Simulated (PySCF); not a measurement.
**Distorted geometries of [Ta(OH)4]+**

[Ta(OH)4]+ (singlet; a saddle point, relaxed within its symmetry). PySCF 2.14.0, RKS PBE, Ta def2-SVP with ECP60, O def2-SVP, H def2-SVP; non-relativistic Hamiltonian with scalar-relativistic core potentials where named; density fitting; no spin-orbit coupling. Relaxed geometry:

```xyz
9

Ta    0.0000    0.0000   -0.2344
O     1.8253   -0.1789    0.2514
H     2.5059    0.3365    0.7274
O     0.1789    1.8253    0.2514
H    -0.3365    2.5059    0.7274
O    -1.8253    0.1789    0.2514
H    -2.5059   -0.3365    0.7274
O    -0.1789   -1.8253    0.2514
H     0.3365   -2.5059    0.7274
```

Q: Order these distorted geometries by energy above the relaxed one, lowest first.
A.
```xyz
9

Ta   -0.0188   -0.0549   -0.2040
O     1.7238   -0.0328    0.2770
H     2.6119    0.3988    0.8586
O     0.3137    1.9129    0.4432
H    -0.2774    2.4303    0.5875
O    -1.7939    0.0667    0.2961
H    -2.6996   -0.3412    0.6761
O    -0.1639   -1.7125    0.0688
H     0.3041   -2.6673    0.6776
```
B.
```xyz
9

Ta   -0.0881    0.1141   -0.0176
O     1.6367   -0.3059   -0.0525
H     2.5872    0.3124    0.6690
O     0.2334    1.7704    0.4042
H    -0.3140    2.4238    0.7980
O    -2.0397    0.4043    0.0888
H    -2.3008   -0.3168    0.7083
O    -0.2584   -1.7847    0.4141
H     0.5437   -2.6176    0.6687
```
C.
```xyz
9

Ta    0.0037    0.0041   -0.2131
O     1.8306   -0.1128    0.2382
H     2.5058    0.2904    0.7394
O     0.1638    1.7820    0.2153
H    -0.3798    2.5384    0.7995
O    -1.7978    0.1627    0.2337
H    -2.5403   -0.3144    0.7197
O    -0.1470   -1.8074    0.2715
H     0.3611   -2.5430    0.6767
```

A: C (0.46 eV), B (3.75 eV), A (4.14 eV).

Q: Which forces (eV/Å) act in the one that lies 0.46 eV up?

A: 
```
Ta   0.63 -1.32 -1.31
O   -1.33 -1.27 -1.19
H    1.81  1.06  1.27
O   -1.91  4.77  2.81
H    1.95 -2.62 -2.16
O   -2.10 -0.57  0.97
H    1.00  0.62 -0.66
O    0.08 -0.90  0.29
H   -0.14  0.23 -0.02
```
Forces carry noise of the integration grid, about 0.01 to 0.03 eV/Å.
